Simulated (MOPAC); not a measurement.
A run for MOPAC: AM1 on H4IP (a complex), monomers drawn apart or pushed together.

```
AM1 1SCF PRECISE CHARGE=0 THREADS=1
H4IP

P     -0.49586256 1    -0.55325308 1     0.41387255 1
H     -1.84810845 1    -0.66957907 1     0.01012929 1
H     -0.16150490 1     0.39960014 1    -0.57888956 1
H     -0.05445446 1    -1.66632094 1    -0.34205956 1
I      0.48678147 1    -0.05975234 1     4.21109140 1
H      0.08594358 1    -0.26410411 1     2.64370556 1
```

The log:

```
*******************************************************************************
 **                                                                           **
 **                              MOPAC v23.2.5                                **
 **                                                                           **
 *******************************************************************************
 ** MOPAC's Digital Object Identifier: https://doi.org/10.5281/zenodo.6511958 **
 **                                                                           **
 ** Please cite the open-source release paper for use of this MOPAC version:  **
 ** J. E. Moussa and J. J. P. Stewart (2026)                                  **
 ** MOPAC: An open-source semiempirical molecular orbital program             **
 ** J. Open Source Softw., 11(119), 8025, https://doi.org/10.21105/joss.08025 **
 *******************************************************************************

                              AM1 CALCULATION RESULTS

 *******************************************************************************
 *  AM1        - The AM1 Hamiltonian to be used
 *
 *
 *
 *                 CHARGE ON SYSTEM = 0
 *
 *
 *
 *  PRECISE    - TIGHTER CRITERIA TO BE USED
 *  1SCF       - DO 1 SCF AND THEN STOP
 *  THREADS=1  - MULTI-THREADING NOT USED
 *  T=         - A TIME OF 172800.0 SECONDS REQUESTED
 *  DUMP=N     - RESTART FILE WRITTEN EVERY 7200.0 SECONDS REQUESTED
 *******************************************************************************
AM1 1SCF PRECISE CHARGE=0 THREADS=1
 H4IP

   ATOM   CHEMICAL          X               Y               Z
  NUMBER   SYMBOL      (ANGSTROMS)     (ANGSTROMS)     (ANGSTROMS)

     1       P         -0.49586256  *  -0.55325308  *   0.41387255  *
     2       H         -1.84810845  *  -0.66957907  *   0.01012929  *
     3       H         -0.16150490  *   0.39960014  *  -0.57888956  *
     4       H         -0.05445446  *  -1.66632094  *  -0.34205956  *
     5       I          0.48678147  *  -0.05975234  *   4.21109140  *
     6       H          0.08594358  *  -0.26410411  *   2.64370556  *



          CARTESIAN COORDINATES

    NO.       ATOM           X           Y           Z

     1         P         -0.4959     -0.5533      0.4139
     2         H         -1.8481     -0.6696      0.0101
     3         H         -0.1615      0.3996     -0.5789
     4         H         -0.0545     -1.6663     -0.3421
     5         I          0.4868     -0.0598      4.2111
     6         H          0.0859     -0.2641      2.6437

  H: (AM1): M.J.S. DEWAR ET AL, J. AM. CHEM. SOC. 107 3902-3909 (1985)
  P: (AM1): M.J.S.DEWAR, JIE, C, THEOCHEM, 187, 1 (1989)
  I: (AM1): M.J.S. DEWAR AND E. G. ZOEBISCH, THEOCHEM, 180, 1 (1988).

           Empirical Formula: H4 P I  =     6 atoms



      MOLECULAR POINT GROUP   :   C3v


      RHF CALCULATION, NO. OF DOUBLY OCCUPIED LEVELS = 8


 -------------------------------------------------------------------------------
 AM1 1SCF PRECISE CHARGE=0 THREADS=1
 H4IP



     1SCF WAS SPECIFIED, SO BFGS WAS NOT USED
     SCF FIELD WAS ACHIEVED


                              AM1 CALCULATION
                                                       MOPAC v23.2.5 Linux




          FINAL HEAT OF FORMATION =         17.71872 KCAL/MOL =      74.13513 KJ/MOL


          COSMO AREA              =        118.35 SQUARE ANGSTROMS
          COSMO VOLUME            =         99.94 CUBIC ANGSTROMS

          IONIZATION POTENTIAL    =         10.289472 EV
          HOMO LUMO ENERGIES (EV) =        -10.289  0.628
          NO. OF FILLED LEVELS    =          8
          MOLECULAR WEIGHT        =        161.9099         POINT GROUP:  C3v

          MOLECULAR DIMENSIONS (Angstroms)

            Atom       Atom       Distance
            I     5    H     4     4.85852
            H     3    H     2     2.08197
            I     5    H     2     1.74495


          SCF CALCULATIONS        =          1





   ATOM   CHEMICAL          X               Y               Z
  NUMBER   SYMBOL      (ANGSTROMS)     (ANGSTROMS)     (ANGSTROMS)

     1       P         -0.49586256  *  -0.55325308  *   0.41387255  *
     2       H         -1.84810845  *  -0.66957907  *   0.01012929  *
     3       H         -0.16150490  *   0.39960014  *  -0.57888956  *
     4       H         -0.05445446  *  -1.66632094  *  -0.34205956  *
     5       I          0.48678147  *  -0.05975234  *   4.21109140  *
     6       H          0.08594358  *  -0.26410411  *   2.64370556  *

                             CARTESIAN COORDINATES

   1    P       -0.495862560    -0.553253080     0.413872550
   2    H       -1.848108450    -0.669579070     0.010129290
   3    H       -0.161504900     0.399600140    -0.578889560
   4    H       -0.054454460    -1.666320940    -0.342059560
   5    I        0.486781470    -0.059752340     4.211091400
   6    H        0.085943580    -0.264104110     2.643705560


           Empirical Formula: H4 P I  =     6 atoms



      MOLECULAR POINT GROUP   :   C3v


                  EIGENVALUES
 -29.59361 -21.48832 -13.49994 -13.15308 -13.15267 -10.84814 -10.28948 -10.28947
   0.62846   1.32005   1.32035   1.42555


              NET ATOMIC CHARGES AND DIPOLE CONTRIBUTIONS

  ATOM NO.   TYPE          CHARGE      No. of ELECS.   s-Pop       p-Pop
    1          P          -0.150121        5.1501     1.80568     3.34444
    2          H           0.052705        0.9473     0.94730
    3          H           0.052775        0.9472     0.94722
    4          H           0.052790        0.9472     0.94721
    5          I          -0.054692        7.0547     1.96772     5.08698
    6          H           0.046543        0.9535     0.95346
 DIPOLE           X         Y         Z       TOTAL
 POINT-CHG.    -0.274    -0.135    -1.045     1.088
 HYBRID        -0.833    -0.409    -3.166     3.299
 SUM           -1.106    -0.544    -4.211     4.388


          ATOMIC ORBITAL ELECTRON POPULATIONS

     Atom    s        px        py        pz
    1  P   1.80568   1.07049   1.06213   1.21182
    2  H   0.94730
    3  H   0.94722
    4  H   0.94721
    5  I   1.96772   1.94484   1.98566   1.15648
    6  H   0.95346

 **********************
 *                    *
 * JOB ENDED NORMALLY *
 *                    *
 **********************




 == MOPAC DONE ==
```

The run finished.

Cost: very roughly 0.04 core-seconds.
